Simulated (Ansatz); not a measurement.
Reaction (substitution at a C–Al bond): `C#[C][Al]([F])[F]` + `COC(=O)O` → `C#COC(=O)OC` + `[F][AlH][F]`

Isolated molecules relaxed with PBE0-D4/def2-TZVP in Ansatz; ΔE leaves out vibrations. CBS: MP2 limit from def2 TZ/QZ plus the TZ coupled-cluster correction, frozen cores. This one scheme is used for every species. DFT in def2-TZVPP. One conformer a species, not always the lowest.

| level | ΔE (kcal/mol) | difference from CCSD(T)/CBS |
| --- | --- | --- |
| LDA (SPW92) | 35.6 | -8.9 |
| r2SCAN-D4 | 42.3 | -2.2 |
| r2SCANh-D4 | 42.6 | -1.9 |
| r2SCAN0-D4 | 42.9 | -1.6 |
| BHLYP-D4 | 42.7 | -1.8 |
| ωB97M-V | 42.3 | -2.2 |
| PBE0 | 40.9 | -3.6 |
| BHLYP | 42.7 | -1.8 |
| HF/CBS(def2) | 44.4 | -0.1 |
| MP2/CBS(def2) | 45.2 | 0.7 |
| CCSD(T)/CBS | 44.5 | 0 |

Largest T1 diagnostic among the species: 0.014.

Leaving LDA and LC-ωPBE aside and taking each functional with its dispersion term where it has one, the values, not all of them listed here, spread over 4.3 kcal/mol, from PBE-D4 to PBE-QIDH. LDA lies −3.5 kcal/mol from PBE without D4. From BLYP to BHLYP (50 % exact exchange), in def2-TZVPP and without D4, ΔE moves by +2.9 kcal/mol. At CCSD(T), def2-SVP lies −4.1 kcal/mol from the extrapolated value and def2-TZVPP −0.5 kcal/mol.
